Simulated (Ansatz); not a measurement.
The cluster Si2Au. The state is a doublet with charge 0. Geometry PBE-D4/def2-TZVP.

Cartesian coordinates in Å:
```
Au -0.932 0.644 -0.859
Si 1.302 0.178 -0.103
Si -0.370 -0.822 0.962
```

In the def2 sets Au takes a core potential; there is no spin–orbit coupling. LC-ωPBE has ω = 0.4 bohr⁻¹. The structure comes from a short search, and lower isomers may exist.

**Question.** Estimate the α-spin orbital energies around the gap (eV) in Ansatz with LDA (SPW92)/def2-TZVP, r2SCAN-D4/def2-TZVP, PBE0-D4/def2-SVP, r2SCAN0-D4/def2-TZVP, LC-ωPBE/def2-TZVP.

**Answer.** 
| orbital | LDA (SPW92)/def2-TZVP | r2SCAN-D4/def2-TZVP | PBE0-D4/def2-SVP | r2SCAN0-D4/def2-TZVP | LC-ωPBE/def2-TZVP |
| --- | --- | --- | --- | --- | --- |
| HOMO−5 | -8.50 | -8.62 | -9.87 | -10.07 | -12.61 |
| HOMO−4 | -8.33 | -8.50 | -9.84 | -10.05 | -12.60 |
| HOMO−3 | -8.16 | -8.28 | -9.16 | -9.28 | -11.41 |
| HOMO−2 | -7.33 | -7.29 | -8.01 | -8.09 | -10.07 |
| HOMO−1 | -5.52 | -5.76 | -6.43 | -6.57 | -8.38 |
| HOMO | -5.06 | -5.02 | -5.71 | -5.73 | -7.85 |
| LUMO | -3.58 | -3.18 | -2.51 | -2.50 | -0.74 |
| LUMO+1 | -3.23 | -2.89 | -2.21 | -2.15 | -0.29 |
| LUMO+2 | -2.55 | -2.30 | -1.71 | -1.68 | 0.11 |
| LUMO+3 | -0.56 | -0.09 | 0.33 | 0.27 | 1.50 |
| LUMO+4 | 0.06 | 0.61 | 1.71 | 1.38 | 2.88 |
| LUMO+5 | 0.72 | 1.29 | 2.01 | 1.67 | 2.94 |
| β HOMO | -4.90 | -4.91 | -5.58 | -5.64 | -7.76 |
| β LUMO | -4.81 | -4.28 | -3.72 | -3.44 | -1.42 |
